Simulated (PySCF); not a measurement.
C4H2BrF, SMILES C#C/C(F)=C\Br.

Coordinates come from a B3LYP-D3(BJ)/def2-SVP optimisation. The structure was generated by enumeration; whether it is a known compound was not checked.

The numbers are results of r2SCAN/def2-TZVP in PySCF, not measurements.

Gas-phase values at a fixed geometry.

Computed frontier levels, gap, dipole moment and polarisability:
| Item | Value |
|---|---|
| highest occupied level | -6.24 eV |
| lowest empty level | -2.22 eV |
| orbital gap | 4.02 eV |
| dipole moment | 0.71 D |
| quadrupole, principal values (traceless, Buckingham form, about the centre of nuclear charge) | -7.05, -4.87, 11.92 D·Å |
| mean static polarisability | 68.0 bohr³ (10.07 Å³) |
| polarisability, principal values | 39.3, 68.4, 96.2 bohr³ |
